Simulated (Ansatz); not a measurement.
A set of 12 reactions (redistribution), with CCSD(T)/CBS values in kJ/mol:

```
                                                                                                               reaction     ΔE
                  `[CH3][Zr]([NH2])([OH])[OH]` + `C[N](C)[InH][Br]` → `C[N](C)[Zr]([CH3])([OH])[OH]` + `[NH2][InH][Br]`   -3.1
                      `[Cl][SnH]([Cl])[Cl]` + `C#[C][Al]([CH3])[C]#C` → `C#[C][Sn]([Cl])([Cl])[Cl]` + `C#[C][AlH][CH3]`   56.2
                                                                  `NB(N)S` + `CB(S)O[SiH3]` → `CB(N)N` + `[SiH3]OB(S)S`   -5.5
                                          `[NH2][GeH2][CH2]F` + `[SiH3][SiH2]Br` → `F[CH2][GeH2][Br]` + `N[SiH2][SiH3]`  -27.4
                                                                    `N[SiH]([SeH])Br` + `BC` → `B[SeH]` + `C[SiH](N)Br`  -33.1
                            `[F][Al]([SiH3])[SH]` + `C[SiH2][GeH2][PH2]` → `C[SiH2][Al]([F])[SiH3]` + `[PH2][GeH2][SH]`   94.3
                                                          `OBF` + `BN(C=C)[SiH2][SiH3]` → `OB(F)[SiH2][SiH3]` + `BNC=C`   48.9
                                         `[SiH3][O][Al]([Cl])[Cl]` + `CNB(C)C` → `C[NH][Al]([Cl])[Cl]` + `CB(C)O[SiH3]`   61.3
                                            `F[CH](F)[GaH2]` + `C[SiH2]OB[SiH3]` → `[SiH3][BH][GaH2]` + `C[SiH2]OC(F)F`  114.1
                                          `N/C=C/[SiH2]Cl` + `CN([SiH3])[SiH3]` → `CN([SiH3])[SiH2]Cl` + `N/C=C/[SiH3]`   -8.7
                                            `CSB(F)[SiH3]` + `O[SiH2][SiH](F)Cl` → `CSB(O)F` + `F[SiH](Cl)[SiH2][SiH3]`  -76.7
`C[O][W](=[NH])(=[NH])[O]C` + `[CH3][Ge]([NH2])([Cl])[Cl]` → `C[O][W](=[NH])(=[NH])[Cl]` + `C[O][Ge]([CH3])([NH2])[Cl]`   -8.3
```

Isolated molecules relaxed with PBE0-D4/def2-TZVP in Ansatz; ΔE leaves out vibrations. CCSD(T)/CBS adds triple-zeta CCSD(T) − MP2 to the extrapolated MP2 energy (def2 sets, frozen cores). This one scheme is used for every species. Double bonds are as drawn, so ΔE can hold a change between cis and trans. Functionals use def2-TZVPP. Elements past krypton have def2 core potentials. For Br, Ga, Ge, In, Se, Sn, W, Zr outer-core shells are correlated without core-valence functions, which leaves a few kJ/mol of doubt a bond. Scalar relativity is left out up to krypton. Each species was taken in one conformer, which may not be the lowest.

Give the mean, mean absolute and largest difference (level minus CCSD(T)/CBS, kJ/mol) for: PBE-D4, PBE0-D4, ωB97X-V, B2PLYP, PBE, PBE0, HF/def2-TZVPP, MP2/def2-TZVPP, SCS-MP2/def2-TZVPP, CCSD(T)/def2-TZVPP, HF/def2-QZVPP, MP2/def2-QZVPP, HF/CBS(def2), CCSD/CBS(def2). (An estimate is asked.)

Computed: 
| level | mean | mean absolute | largest |
| --- | --- | --- | --- |
| PBE-D4 | -3.2 | 5.6 | -21.1 |
| PBE0-D4 | -2.8 | 5.6 | -14.9 |
| ωB97X-V | -1.1 | 3.6 | -7.8 |
| B2PLYP | -0.5 | 3.1 | -7.7 |
| PBE | -3.7 | 6.8 | -30.2 |
| PBE0 | -3.3 | 6.4 | -23.0 |
| HF/def2-TZVPP | -0.4 | 5.4 | -10.4 |
| MP2/def2-TZVPP | -0.6 | 3.6 | -9.5 |
| SCS-MP2/def2-TZVPP | -0.5 | 3.1 | -6.8 |
| CCSD(T)/def2-TZVPP | -2.0 | 2.0 | -4.7 |
| HF/def2-QZVPP | 0.1 | 5.1 | -10.8 |
| MP2/def2-QZVPP | 0.7 | 3.6 | 10.0 |
| HF/CBS(def2) | 0.1 | 5.1 | -10.8 |
| CCSD/CBS(def2) | 0.3 | 1.1 | 2.0 |

The largest T1 diagnostic in the set is 0.019, for `C[O][W](=[NH])(=[NH])[Cl]` (customary mark 0.02).

CCSD(T)/CBS is a level of theory with its own doubt, and the functionals carry their triple-zeta basis error, so these figures describe this set and don't rank the functionals.
